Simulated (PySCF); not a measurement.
Dipole response of Zn⁺ (zinc, charge +1)

[Ar] 3d10 4s1, 2S determinant. All numbers are calculated (PySCF 2.14, the spin-free X2C one-electron Hamiltonian (Gaussian nucleus), in aug-cc-pVQZ-DK (9s8p6d4f3g2h, 140 functions)). Coupled (time-dependent) response in atomic units; α is the mean over directions.

| method | mean α (bohr³) | C₆ (like pair) | S(−4) |
| --- | --- | --- | --- |
| MN15 | 19.20 | 82.58 | 307.1 |

S(−4) is the Cauchy moment in α(ω) = α(0) + S(−4) ω² + …

α(iu) at MN15:

```
u (hartree)  α(iu) (bohr³)
          0          19.20
     0.0500          18.47
      0.100          16.62
      0.200          12.19
      0.300          8.857
      0.500          5.334
      0.750          3.459
       1.00          2.540
       1.50          1.637
       2.00          1.186
       3.00         0.7325
       5.00         0.3750
```

For an ion, C₆ is the dispersion term alone; charge-induced terms of lower order in 1/R come first.
